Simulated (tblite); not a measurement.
Compound: C5H16N2Si2.
Structure used (GFN2-xTB), in Å, numbered top down from 1:
```xyz
25
C5H16N2Si2 angstrom
C      2.5216    1.1873   -0.7012
N      1.8230   -0.0355   -0.4048
C      2.7021   -1.1762   -0.4224
Si     0.4220   -0.0104    0.6027
C     -0.5503   -1.6377    0.3666
C     -2.0346   -1.3113    0.5267
C     -2.4776   -0.1983   -0.4245
Si    -1.2723    1.2764   -0.2626
N     -1.9193    2.2949    0.9761
H      1.8149    2.0134   -0.7257
H      3.2922    1.4094    0.0484
H      3.0113    1.1094   -1.6761
H      2.1316   -2.0781   -0.2231
H      3.1753   -1.2653   -1.4048
H      3.4956   -1.0918    0.3308
H      0.7419    0.1131    2.0504
H     -0.3820   -2.0413   -0.6343
H     -0.2758   -2.4200    1.0746
H     -2.6368   -2.2096    0.3533
H     -2.2160   -0.9915    1.5560
H     -3.5112    0.0725   -0.2078
H     -2.4616   -0.5817   -1.4458
H     -1.1739    1.9479   -1.5805
H     -2.8756    2.6031    0.8982
H     -1.3552    3.0454    1.3391
```

Computed with GFN2-xTB (tblite): harmonic, unscaled wavenumbers at the GFN2-xTB geometry, gas phase. Against measured fundamentals such values can be off by several per cent, at times by over 20. Modes of hydrogen on silicon can be 10 to 20 % off. One conformer, not necessarily the lowest.

Harmonic wavenumbers (cm⁻¹): 47.5, 63.2, 91.4, 120.3, 153.0, 168.6, 201.8, 208.2, 216.1, 254.0, 272.5, 281.5, 304.1, 387.4, 439.6, 475.1, 517.9, 570.3, 621.3, 646.3, 659.4, 681.9, 695.4, 734.2, 750.8, 789.4, 828.8, 885.3, 954.6, 957.3, 1032.2, 1051.3, 1054.7, 1088.3, 1112.1, 1128.0, 1138.1, 1206.3, 1223.1, 1277.0, 1297.0, 1302.0, 1345.9, 1414.6, 1424.9, 1482.0, 1482.9, 1490.0, 1490.7, 1503.5, 1512.2, 1513.2, 1529.0, 2022.6, 2061.1, 2879.5, 2885.2, 2922.8, 2943.4, 2948.3, 2957.5, 2963.2, 2974.9, 2983.1, 2988.0, 3024.5, 3050.0, 3465.0, 3504.2.

A = 1723, B = 835.3, C = 638.9 MHz; mass 160.085 u (most abundant isotopes); point group C1, symmetry number 1.

Question: Zero-point energy?

Answer: ½Σν̃ = 45325 cm⁻¹ = 129.59 kcal/mol.

Question: What is S at 273.15 K and 1 bar for an ideal gas of classical rigid rotors and harmonic oscillators?

Answer: Translation 40.71, rotation 29.98, vibration 37.38: S = 108.1 cal/(mol K).

Question: And Cp and H(273.15 K) − H(0)?

Answer: Cp = 47.61 cal/(mol K), of which vibrations give 39.66 (their classical limit is 69 R = 137.1); H(273.15 K) − H(0) = 7.70 kcal/mol without the zero-point energy, 5.53 from vibrations.

Question: What must be added to the electronic energy to get the Gibbs energy at 273.15 K and 1 bar?

Answer: ZPE + [H(273.15 K) − H(0)] − T·S = 129.59 + 7.70 − 29.52 = 107.77 kcal/mol.

Question: Blend soft modes into free rotors: weight 1/[1 + (100 cm⁻¹/ν̃)⁴] for the oscillator and the rest for a rotor with moment μB/(μ + B), μ = h/(8π²ν), B = 10⁻⁴⁴ kg m². What vibrational entropy results?

Answer: 34.94 cal/(mol K) in place of 37.38, which changes −T·S at 273.15 K by +0.67 kcal/mol.

Hindered rotation and anharmonicity are outside this model. Other conformers, if any are populated, would add a mixing term that is left out. The structure is chiral; the term R ln 2 for an equal mix with its mirror image is left out.
